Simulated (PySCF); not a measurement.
ClISe. Atoms are numbered in the order given.

```xyz
3

Se     0.7779    -0.9894     0.0000
Cl    -1.0141    -2.2409     0.0000
I     -0.1738     1.3535     0.0000
```
Charge 0, spin multiplicity 1.

Coordinates come from a B3LYP-D3(BJ)/def2-TZVP optimisation. The def2 effective core potentials stand for the cores of I; spin–orbit coupling is left out.

Computed with HF/def2-TZVPD run with PySCF.

Isolated molecule, no solvent.

```json
{
 "total_energy": "-3156.02968 hartree",
 "point_group": "Cs",
 "highest_occupied_level": "-9.48 eV",
 "lowest_empty_level": "-0.16 eV",
 "orbital_gap": "9.32 eV",
 "dipole_moment": "1.08 D",
 "quadrupole, principal values (traceless, Buckingham form, about the centre of nuclear charge)": "-3.90, -1.17, 5.07 D·Å",
 "mean_static_polarisability": "79.3 bohr³ (11.75 Å³)",
 "polarisability_principal_values": "56.8, 71.4, 109.8 bohr³"
}
```
